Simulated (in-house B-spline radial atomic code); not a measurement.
**P III (P2+): [Ne] 3s2 3p1**

Method: Dirac-Hartree-Fock, average of configuration, Fermi nucleus of rms radius 3.1889 fm. Calculated with an all-electron radial atomic-structure program (B-spline basis).

Effective charges: Z_r = [3n² - l(l+1)]/(2<r>) from the radius, Z_e = n√(-2ε) from the energy, and Slater's rules. Values are occupation-weighted means over j.

| shell | electrons | ε (eV) | <r> (bohr) | Z_r | Z_e | Slater |
| --- | --- | --- | --- | --- | --- | --- |
| 1s | 2 | -2207.3 | 0.1034 | 14.51 | 12.74 | 14.70 |
| 2s | 2 | -229.43 | 0.5127 | 11.70 | 8.21 | 10.85 |
| 2p | 6 | -170.83 | 0.4824 | 10.37 | 7.09 | 10.85 |
| 3s | 2 | -38.598 | 1.764 | 7.65 | 5.05 | 5.50 |
| 3p | 1 | -29.664 | 1.984 | 6.30 | 4.43 | 5.50 |

The least bound orbital is 3p3/2 at -29.64 eV, and it is also the most diffuse (<r> = 1.985 bohr).

Spin-orbit splittings of the orbital energies (j = l + 1/2 above j = l - 1/2 when positive): 2p 0.963 eV, 3p 0.07356 eV.

For the 1s electron the small component carries 0.284 % of the norm, the zero-frequency Breit interaction raises the level by 1.409 eV, self-energy by 0.6107 eV, and vacuum polarisation lowers it by 0.03915 eV.

The density falls to 0.001 bohr⁻³ at 3.478 bohr; Σ<r²> = 14.063 bohr² gives, by the non-relativistic formula and without the paramagnetism of open shells, a Langevin diamagnetic susceptibility of -11.14×10⁻⁶ cm³/mol.
